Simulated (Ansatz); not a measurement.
`C=[CH][SnH3]` and `C=[CH][InH2]` differ in one atom or group.

Ansatz, PBE0-D4/def2-TZVP geometries, multiplicity 1. 

Elements past krypton have def2 core potentials.

```json
{"property": "size of the dipole moment (ωB97M-V/def2-TZVPP) / D", "`C=[CH][SnH3]`": "0.59"}
{"property": "LUMO energy (PBE0/def2-TZVPP) / eV", "`C=[CH][SnH3]`": "-0.32"}
{"property": "size of the dipole moment (B3LYP/def2-TZVPP) / D", "`C=[CH][SnH3]`": "0.63"}
{"property": "LUMO energy (ωB97M-V/def2-TZVPP) / eV", "`C=[CH][SnH3]`": "1.67"}
{"property": "HOMO–LUMO gap (ωB97M-V/def2-TZVPP) / eV", "`C=[CH][SnH3]`": "11.83"}
{"property": "HOMO–LUMO gap (PBE/def2-TZVPP) / eV", "`C=[CH][SnH3]`": "5.48"}
```

Give the same properties after the change, and the shifts. (An estimate is asked.)

Ansatz gave: 
```tsv
property	`C=[CH][InH2]`	shift
size of the dipole moment (ωB97M-V/def2-TZVPP) / D	0.56	-0.03
LUMO energy (PBE0/def2-TZVPP) / eV	-1.77	-1.45
size of the dipole moment (B3LYP/def2-TZVPP) / D	0.67	0.04
LUMO energy (ωB97M-V/def2-TZVPP) / eV	-0.23	-1.90
HOMO–LUMO gap (ωB97M-V/def2-TZVPP) / eV	9.54	-2.29
HOMO–LUMO gap (PBE/def2-TZVPP) / eV	3.87	-1.61
```

With PBE0 the HOMO rises by 0.34 eV and the LUMO falls by 1.45 eV, so the gap narrows by about 1.79 eV. PBE moves the HOMO by 0.41 eV and ωB97M-V by 0.38 eV. The zero-point energy changes by -23.3 kJ/mol with -3 modes. Dipoles are sizes alone; their direction can turn.

B3LYP here is the variant with VWN-RPA as its local correlation; programs differ in this.
